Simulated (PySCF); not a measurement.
Frontier levels across methods

Compound: CH7F2PSi2.
SMILES with atom numbers: `[F:1][CH:2]([F:3])[SiH2:4][PH:5][SiH3:6]` (hydrogens: H7 on C2; H8, H9 on Si4; H10 on P5; H11, H12, H13 on Si6)

Cartesian coordinates in Å at the PBE0-D3(BJ)/def2-SVP level; atoms count from 1:
```xyz
13
CH7F2PSi2 angstrom
F     -0.755    1.822   -0.029
C     -1.706    0.913    0.334
F     -2.844    1.206   -0.345
Si    -1.100   -0.852   -0.132
P      0.811   -1.184    1.017
Si     2.115    0.282   -0.131
H     -1.906    1.055    1.413
H     -2.139   -1.829    0.309
H     -0.955   -0.891   -1.617
H      1.195   -2.320    0.238
H      2.109    1.580    0.598
H      1.684    0.489   -1.546
H      3.497   -0.287   -0.114
```

Basis pcSseg-1 throughout (PySCF), one geometry. The structure is a single PBE0-D3(BJ)/def2-SVP conformer in the gas phase; no vibrational or solvent corrections.

Problem. How do the orbital energies, the gap and the dipole change with the method?

Solution. 
```json
{"method": "BLYP", "kind": "GGA", "HOMO (eV)": "-6.39", "LUMO (eV)": "-0.93", "gap (eV)": "5.46", "μ (D)": "1.23", "SCF cycles": "14"}
{"method": "B97-D", "kind": "GGA", "HOMO (eV)": "-6.53", "LUMO (eV)": "-0.97", "gap (eV)": "5.56", "μ (D)": "1.24", "SCF cycles": "14"}
{"method": "PBE", "kind": "GGA", "HOMO (eV)": "-6.57", "LUMO (eV)": "-1.12", "gap (eV)": "5.45", "μ (D)": "1.18", "SCF cycles": "14"}
{"method": "OPBE", "kind": "GGA", "HOMO (eV)": "-6.59", "LUMO (eV)": "-1.00", "gap (eV)": "5.59", "μ (D)": "1.13", "SCF cycles": "15"}
{"method": "KT2", "kind": "GGA", "HOMO (eV)": "-6.64", "LUMO (eV)": "-1.21", "gap (eV)": "5.43", "μ (D)": "1.26", "SCF cycles": "15"}
{"method": "KT3", "kind": "GGA", "HOMO (eV)": "-6.64", "LUMO (eV)": "-1.11", "gap (eV)": "5.53", "μ (D)": "1.24", "SCF cycles": "15"}
{"method": "LDA", "kind": "LDA", "HOMO (eV)": "-6.65", "LUMO (eV)": "-1.33", "gap (eV)": "5.33", "μ (D)": "1.28", "SCF cycles": "13"}
{"method": "BP86", "kind": "GGA", "HOMO (eV)": "-6.67", "LUMO (eV)": "-1.19", "gap (eV)": "5.48", "μ (D)": "1.20", "SCF cycles": "14"}
{"method": "B3LYP", "kind": "global hybrid", "HOMO (eV)": "-7.45", "LUMO (eV)": "-0.45", "gap (eV)": "6.99", "μ (D)": "1.38", "SCF cycles": "12"}
{"method": "B97-2", "kind": "global hybrid", "HOMO (eV)": "-7.46", "LUMO (eV)": "-0.30", "gap (eV)": "7.16", "μ (D)": "1.36", "SCF cycles": "12"}
{"method": "PBE0", "kind": "global hybrid", "HOMO (eV)": "-7.68", "LUMO (eV)": "-0.31", "gap (eV)": "7.38", "μ (D)": "1.36", "SCF cycles": "12"}
{"method": "mPW1PW91", "kind": "global hybrid", "HOMO (eV)": "-7.71", "LUMO (eV)": "-0.30", "gap (eV)": "7.41", "μ (D)": "1.38", "SCF cycles": "12"}
{"method": "BHandHLYP", "kind": "global hybrid", "HOMO (eV)": "-8.64", "LUMO (eV)": "0.65", "gap (eV)": "9.28", "μ (D)": "1.55", "SCF cycles": "12"}
{"method": "CAM-B3LYP", "kind": "range-separated hybrid", "HOMO (eV)": "-8.89", "LUMO (eV)": "0.79", "gap (eV)": "9.68", "μ (D)": "1.43", "SCF cycles": "12"}
{"method": "wB97X-D", "kind": "range-separated hybrid", "HOMO (eV)": "-9.47", "LUMO (eV)": "1.43", "gap (eV)": "10.90", "μ (D)": "1.37", "SCF cycles": "13"}
{"method": "HF", "kind": "Hartree–Fock", "HOMO (eV)": "-10.16", "LUMO (eV)": "2.97", "gap (eV)": "13.13", "μ (D)": "1.65", "SCF cycles": "10"}
{"method": "LC-wPBE", "kind": "range-separated hybrid", "HOMO (eV)": "-10.24", "LUMO (eV)": "1.85", "gap (eV)": "12.09", "μ (D)": "1.37", "SCF cycles": "13"}
```

The HOMO spans 3.85 eV, from BLYP down to LC-wPBE, and the gap runs from 5.33 eV (LDA) to 13.13 eV (HF). Over the methods BLYP (0 %), B97-D (0 %), PBE (0 %), OPBE (0 %), KT2 (0 %), KT3 (0 %), LDA (0 %), BP86 (0 %), B3LYP (20 %), B97-2 (21 %), PBE0 (25 %), mPW1PW91 (25 %), BHandHLYP (50 %), HF (100 %), a straight line through the gap against the share of exact exchange rises by 0.76 eV for each 10 % (correlation coefficient 1.000). The dipole ranges from 1.13 D (OPBE) to 1.65 D (HF). This basis has no diffuse functions.

The vertical ΔSCF ionisation energy at PBE0/def2-SVPD is 9.52 eV; −ε(HOMO) comes closest to it with wB97X-D (9.47 eV).
